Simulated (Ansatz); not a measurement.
`FC[SiH2]Br` + `C=[N][AlH][SH]` → `C=[N][AlH][SiH2]Br` + `FCS`  (formal exchange of groups at the Si–C bond)

Program: Ansatz. Geometries: PBE0-D4/def2-TZVP. ΔE: electronic, gas phase. CBS: MP2 limit from def2 TZ/QZ plus the TZ coupled-cluster correction, frozen cores. Functionals use def2-TZVPP. B3LYP here is the variant with VWN-RPA as its local correlation; programs differ in this. For Br outer-core shells are correlated without core-valence functions, which leaves a few kJ/mol of doubt a bond. Scalar relativity is left out up to krypton. One conformer a species, not always the lowest.

| level | ΔE (kcal/mol) |
| --- | --- |
| r2SCAN-D4 | 30.1 |
| B3LYP-D4 | 29.7 |
| r2SCAN0-D4 | 31.0 |
| PBE-QIDH | 30.9 |
| revPBE | 26.5 |
| SCS-MP2/def2-QZVPP | 32.8 |
| HF/CBS(def2) | 34.0 |
| CCSD/CBS(def2) | 31.9 |

What does CCSD(T)/CBS give? (Estimate.)

Ansatz gave: +31.2 kcal/mol. The listed levels differ from it by -1.1, -1.5, -0.2, -0.3, -4.7, 1.6, 2.8, 0.7 kcal/mol.

Largest T1 diagnostic among the species: 0.013.

From BLYP to BHLYP (50 % exact exchange), in def2-TZVPP and without D4, ΔE moves by +3.6 kcal/mol. Leaving LDA and LC-ωPBE aside and taking each functional with its dispersion term where it has one, the values, not all of them listed here, spread over 5.8 kcal/mol, from PBE-D4 to ωB97M-V. In def2-TZVPP, CCSD(T) changes the Hartree–Fock value by −3.2 kcal/mol (the triples alone add −0.7 kcal/mol) and MP2 by −1.1 kcal/mol.
